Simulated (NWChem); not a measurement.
C4H12FTa; SMILES [CH3][Ta]([CH3])([CH3])([CH3])[F]

Not confirmed as a minimum by frequencies. def2 effective core potentials on Ta; no spin-orbit coupling.

Problem. Give the equilibrium geometry at PBE0/def2-SVP with def2 effective core potentials on Ta (NWChem) as an XYZ file, with the point group.

Solution. point group C4; any orientation.
```
18

Ta     0.0000     0.0003     0.1199
F      0.0003     0.0048     2.0082
C      1.8643    -0.7230    -0.7376
H      2.7006    -0.0850    -0.4020
H      1.8751    -0.7435    -1.8394
H      2.0605    -1.7486    -0.3781
C     -1.8645     0.7194    -0.7406
H     -1.8756     0.7343    -1.8424
H     -2.0606     1.7467    -0.3862
H     -2.7008     0.0831    -0.4015
C      0.7211     1.8626    -0.7437
H      1.7476     2.0596    -0.3874
H      0.0840     2.6997    -0.4082
H      0.7385     1.8710    -1.8455
C     -0.7213    -1.8662    -0.7345
H     -1.7477    -2.0615    -0.3768
H     -0.0841    -2.7017    -0.3953
H     -0.7393    -1.8798    -1.8363
```
